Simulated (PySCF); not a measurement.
# Computed properties of C5H10Si, SMILES C=CC1C[SiH2]C1

3-ethenylsiletane (C5H10Si), SMILES C=CC1C[SiH2]C1. The structure is a stationary point at PBE0-D3(BJ)/def2-SVP. The values are those of a single conformer. All values are computed for the isolated molecule unless a solvent is named; none is compared with measurement here.

**Structure.** The optimised structure has Cs symmetry. All 42 harmonic modes at PBE0-D3(BJ)/def2-SVP (PySCF) are real, so it is a minimum. With heavy atoms numbered as in [CH2:1]=[CH:2][CH:3]1[CH2:4][SiH2:5][CH2:6]1, the shortest bond between them is C1–C2 at 1.334 Å and the longest Si5–C6 at 1.895 Å.

**Vibrations.** The strongest infrared lines (harmonic, unscaled, degenerate partners summed) lie at 2218 cm⁻¹ (160 km/mol, H 98 %), 2226 cm⁻¹ (125 km/mol, H 96 %), 952 cm⁻¹ (115 km/mol, H 93 %). The softest mode is at 91 cm⁻¹ and the zero-point energy is 82.9 kcal/mol.

**Electronic structure.** M06-2X/def2-TZVP (PySCF) places the frontier levels at -8.44 and 0.67 eV, a gap of 9.11 eV, and gives a dipole moment of 0.12 D and a mean polarisability of 85.8 bohr³. PBE/def2-TZVP (PySCF) at the same geometry gives -6.21 and -1.07 eV, so its gap is 3.97 eV narrower. An orbital gap is neither the optical nor the fundamental gap.

**Excitations.** TDA-ωB97X/def2-SVPD (PySCF) has S1 at 7.19 eV (173 nm, f = 0.010, weak); the most intense of the 6 singlets computed lies at 7.55 eV (f = 0.93). T1 (TDA) is at 4.43 eV, 2.76 eV under S1. TDA-PBE/def2-SVPD (PySCF) puts S1 at 5.79 eV. No vertical singlet excitation falls in the visible range (under 3.1 eV).

**NMR.** GIAO shifts at PBE0/pcSseg-1 (PySCF) (non-relativistic, atoms alike by connectivity averaged): ¹³C from 21.2 to 157.8 ppm against TMS; ¹H from 1.4 to 6.2 ppm against TMS; ²⁹Si at -35.4 ppm against TMS.
